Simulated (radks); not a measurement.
Species: Pd4+. Configuration: [Kr] 4d6 (the NIST ground configuration).

Calculated with a radial shooting solver on a logarithmic mesh with Libxc functionals: scalar-relativistic Kohn-Sham, PBEsol, spin-polarised, spherical densities, finite nucleus; open shells are filled with parallel spins first (spin-orbit coupling, left out, can overturn this in heavy ions); Fermi nuclear charge, rms radius 4.5318 fm.

Energy parts (eV):
| part | energy |
|---|---|
| total | -137125.994 |
| kinetic | 142226.195 |
| electron-nucleus | -328971.655 |
| Hartree | 53417.530 |
| exchange-correlation | -3798.063 |

Orbitals (lengths in bohr, moments of r in powers of bohr; <r^-3> diverges for s and p1/2; r(max) is where P^2 peaks):
[
 {"orbital": "1s up", "occ.": "1", "eigenvalue (eV)": "-24210.92", "<1/r>": "48.21", "r(max)": "0.02067", "<r^-3>": "-", "<r^2>": "0.001372"},
 {"orbital": "1s down", "occ.": "1", "eigenvalue (eV)": "-24210.92", "<1/r>": "48.21", "r(max)": "0.02067", "<r^-3>": "-", "<r^2>": "0.001372"},
 {"orbital": "2s up", "occ.": "1", "eigenvalue (eV)": "-3586.774", "<1/r>": "10.93", "r(max)": "0.1169", "<r^-3>": "-", "<r^2>": "0.02258"},
 {"orbital": "2s down", "occ.": "1", "eigenvalue (eV)": "-3585.950", "<1/r>": "10.94", "r(max)": "0.1169", "<r^-3>": "-", "<r^2>": "0.02258"},
 {"orbital": "2p up", "occ.": "3", "eigenvalue (eV)": "-3222.549", "<1/r>": "10.58", "r(max)": "0.09342", "<r^-3>": "3501", "<r^2>": "0.01778"},
 {"orbital": "2p down", "occ.": "3", "eigenvalue (eV)": "-3221.917", "<1/r>": "10.58", "r(max)": "0.09341", "<r^-3>": "3502", "<r^2>": "0.01778"},
 {"orbital": "3s up", "occ.": "1", "eigenvalue (eV)": "-695.2140", "<1/r>": "3.825", "r(max)": "0.3419", "<r^-3>": "-", "<r^2>": "0.1648"},
 {"orbital": "3s down", "occ.": "1", "eigenvalue (eV)": "-694.7486", "<1/r>": "3.825", "r(max)": "0.3420", "<r^-3>": "-", "<r^2>": "0.1647"},
 {"orbital": "3p up", "occ.": "3", "eigenvalue (eV)": "-575.5670", "<1/r>": "3.645", "r(max)": "0.3350", "<r^-3>": "618.2", "<r^2>": "0.1668"},
 {"orbital": "3p down", "occ.": "3", "eigenvalue (eV)": "-575.0429", "<1/r>": "3.645", "r(max)": "0.3351", "<r^-3>": "618.1", "<r^2>": "0.1666"},
 {"orbital": "3d up", "occ.": "5", "eigenvalue (eV)": "-385.5031", "<1/r>": "3.420", "r(max)": "0.2820", "<r^-3>": "84.21", "<r^2>": "0.1526"},
 {"orbital": "3d down", "occ.": "5", "eigenvalue (eV)": "-384.7289", "<1/r>": "3.420", "r(max)": "0.2822", "<r^-3>": "84.19", "<r^2>": "0.1524"},
 {"orbital": "4s up", "occ.": "1", "eigenvalue (eV)": "-144.3881", "<1/r>": "1.475", "r(max)": "0.8480", "<r^-3>": "-", "<r^2>": "0.9842"},
 {"orbital": "4s down", "occ.": "1", "eigenvalue (eV)": "-141.0118", "<1/r>": "1.481", "r(max)": "0.8456", "<r^-3>": "-", "<r^2>": "0.9797"},
 {"orbital": "4p up", "occ.": "3", "eigenvalue (eV)": "-109.5311", "<1/r>": "1.335", "r(max)": "0.9028", "<r^-3>": "104.7", "<r^2>": "1.170"},
 {"orbital": "4p down", "occ.": "3", "eigenvalue (eV)": "-106.0343", "<1/r>": "1.340", "r(max)": "0.9000", "<r^-3>": "105.6", "<r^2>": "1.167"},
 {"orbital": "4d up", "occ.": "5", "eigenvalue (eV)": "-58.6848", "<1/r>": "1.058", "r(max)": "1.042", "<r^-3>": "9.720", "<r^2>": "1.809"},
 {"orbital": "4d down", "occ.": "1", "eigenvalue (eV)": "-55.1921", "<1/r>": "1.053", "r(max)": "1.039", "<r^-3>": "9.684", "<r^2>": "1.845"}
]

The highest occupied level is 4d down at -55.192 eV. For comparison, the ionisation energy in NIST's Atomic Spectra Database is 61 eV (theoretical). In exact Kohn-Sham theory the highest level is minus the ionisation energy, but local and semilocal functionals leave it too shallow, through self-interaction and a potential that decays too fast; potentials with the right tail come closer.
